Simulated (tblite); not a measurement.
Species: C6H11PSe.
Atom-mapped SMILES: `[CH2:1]=[CH:2][C@@H:3]1[CH2:4][P@H:5](=[Se:6])[C@H:7]1[CH3:8]` (hydrogens: H9, H10 on C1; H11 on C2; H12 on C3; H13, H14 on C4; H15 on P5; H16 on C7; H17, H18, H19 on C8)

Computed with GFN2-xTB (tblite), gas phase: L-BFGS steps from a force-field or distance-geometry start until the largest atomic force falls under 0.01 eV/Å.

Step 36: E = -656.7562 eV
```
atom  x, y, z in Å  |  force x, y, z in eV/Å
C1      2.5020    0.2653   -1.1930   -0.009  -0.045   0.012
C2      1.5031   -0.4781   -0.7499    0.039   0.028   0.036
C3      0.5019    0.0041    0.2430    0.074  -0.014   0.015
C4      0.3214   -0.8433    1.5247    0.072   0.050  -0.088
P5     -1.4756   -0.3731    1.5533    0.094  -0.031  -0.072
Se6    -3.0006   -1.6336    2.1542   -0.101  -0.066   0.045
C7     -0.9705   -0.0790   -0.2240    0.104  -0.014   0.068
C8     -1.4576    1.0610   -1.0889    0.036  -0.068   0.029
H9      3.2068   -0.0944   -1.9224   -0.008  -0.021   0.001
H10     2.6611    1.2706   -0.8361   -0.014  -0.018  -0.019
H11     1.3569   -1.4877   -1.1159    0.005   0.044   0.037
H12     0.7279    1.0404    0.5157    0.016  -0.053   0.016
H13     0.9660   -0.6060    2.3696   -0.059   0.061  -0.012
H14     0.4140   -1.9094    1.3038   -0.063  -0.017   0.022
H15    -1.4473    0.9021    2.1313    0.011   0.008  -0.049
H16    -1.1287   -1.0427   -0.7294   -0.065   0.057   0.017
H17    -2.5348    1.0258   -1.2307   -0.019  -0.017   0.016
H18    -1.1858    2.0221   -0.6560   -0.064  -0.017   0.013
H19    -0.9700    0.9652   -2.0569   -0.048   0.133  -0.089
```

Step 37: E = -656.7598 eV
```
atom  x, y, z in Å  |  force x, y, z in eV/Å
C1      2.5050    0.2606   -1.1963   -0.027  -0.065   0.009
C2      1.5054   -0.4784   -0.7482    0.037   0.040   0.062
C3      0.5074    0.0071    0.2451    0.020  -0.006   0.036
C4      0.3234   -0.8384    1.5260    0.019   0.051  -0.059
P5     -1.4798   -0.3743    1.5494    0.184  -0.056  -0.092
Se6    -2.9958   -1.6461    2.1501   -0.099  -0.058   0.038
C7     -0.9630   -0.0786   -0.2250    0.028  -0.006   0.072
C8     -1.4583    1.0628   -1.0820    0.033  -0.052  -0.005
H9      3.1996   -0.1082   -1.9293    0.038  -0.010  -0.019
H10     2.6717    1.2654   -0.8428   -0.015  -0.010  -0.020
H11     1.3548   -1.4885   -1.1102    0.007   0.039   0.027
H12     0.7305    1.0433    0.5212    0.031  -0.055  -0.014
H13     0.9662   -0.5979    2.3719   -0.068   0.034  -0.018
H14     0.4120   -1.9053    1.3043   -0.045   0.001   0.045
H15    -1.4668    0.9047    2.1179    0.022   0.010  -0.029
H16    -1.1213   -1.0382   -0.7365   -0.049   0.033   0.017
H17    -2.5349    1.0197   -1.2253   -0.026  -0.006   0.041
H18    -1.1908    2.0233   -0.6453   -0.075  -0.012   0.017
H19    -0.9750    0.9765   -2.0523   -0.016   0.128  -0.109
```

Step 38: E = -656.7631 eV
```
atom  x, y, z in Å  |  force x, y, z in eV/Å
C1      2.5083    0.2570   -1.1986   -0.024  -0.061   0.001
C2      1.5092   -0.4784   -0.7454    0.028   0.030   0.069
C3      0.5134    0.0086    0.2475   -0.033   0.008   0.035
C4      0.3257   -0.8347    1.5265   -0.031   0.021  -0.012
P5     -1.4814   -0.3765    1.5451    0.194  -0.063  -0.069
Se6    -2.9945   -1.6537    2.1493   -0.062  -0.028   0.015
C7     -0.9553   -0.0785   -0.2255   -0.042   0.004   0.029
C8     -1.4591    1.0633   -1.0764    0.017  -0.018  -0.042
H9      3.1945   -0.1186   -1.9352    0.071  -0.001  -0.032
H10     2.6801    1.2616   -0.8485   -0.012  -0.002  -0.021
H11     1.3548   -1.4882   -1.1047    0.009   0.017   0.015
H12     0.7342    1.0436    0.5264    0.045  -0.028  -0.030
H13     0.9660   -0.5927    2.3735   -0.064   0.012  -0.013
H14     0.4072   -1.9024    1.3048   -0.015   0.007   0.059
H15    -1.4811    0.9073    2.1025    0.031   0.006  -0.010
H16    -1.1163   -1.0336   -0.7424   -0.021  -0.005   0.011
H17    -2.5361    1.0120   -1.2196   -0.015   0.001   0.066
H18    -1.1974    2.0235   -0.6358   -0.083  -0.008   0.021
H19    -0.9820    0.9896   -2.0510    0.007   0.108  -0.091
```

**Question.** Estimate the geometry and energy of step 39. (The exact step hangs on the optimiser's Hessian estimate; all steps are aligned on step 38, rigid shifts and turns removed.)

**Answer.** E = -656.7658 eV, largest force 0.126 eV/Å
```
atom  x, y, z in Å  |  force x, y, z in eV/Å
C1      2.5112    0.2546   -1.2000   -0.005  -0.037  -0.007
C2      1.5134   -0.4783   -0.7417    0.017   0.006   0.050
C3      0.5180    0.0086    0.2498   -0.059   0.018   0.012
C4      0.3271   -0.8328    1.5268   -0.054  -0.016   0.021
P5     -1.4801   -0.3794    1.5414    0.116  -0.045  -0.021
Se6    -2.9963   -1.6555    2.1513   -0.006   0.010  -0.013
C7     -0.9500   -0.0785   -0.2257   -0.070   0.007  -0.033
C8     -1.4602    1.0631   -1.0734   -0.005   0.018  -0.059
H9      3.1926   -0.1240   -1.9394    0.077   0.004  -0.027
H10     2.6856    1.2598   -0.8525   -0.008  -0.002  -0.023
H11     1.3571   -1.4874   -1.1003    0.008  -0.009   0.009
H12     0.7387    1.0421    0.5298    0.047   0.011  -0.029
H13     0.9657   -0.5913    2.3745   -0.052   0.004   0.005
H14     0.4015   -1.9010    1.3060    0.015  -0.003   0.058
H15    -1.4886    0.9092    2.0883    0.038  -0.005   0.005
H16    -1.1137   -1.0298   -0.7469    0.007  -0.040   0.002
H17    -2.5379    1.0046   -1.2140    0.000   0.005   0.076
H18    -1.2048    2.0231   -0.6289   -0.083  -0.004   0.022
H19    -0.9890    1.0020   -2.0527    0.017   0.078  -0.047
```

The energy changes by -0.0026 eV. The first-order estimate −F·Δx gives -0.0037 eV and the mean of the old and new forces, exact on a quadratic surface, -0.0026 eV. The step makes an angle of 71° with the force vector and moves no atom by more than 0.016 Å.

The cost below is that of the whole relaxation. Hardware: an Arm Neoverse V1 with one thread, no GPU, shared host with 32 logical CPUs at a one-minute load of 25. Cost: 0.71 s.
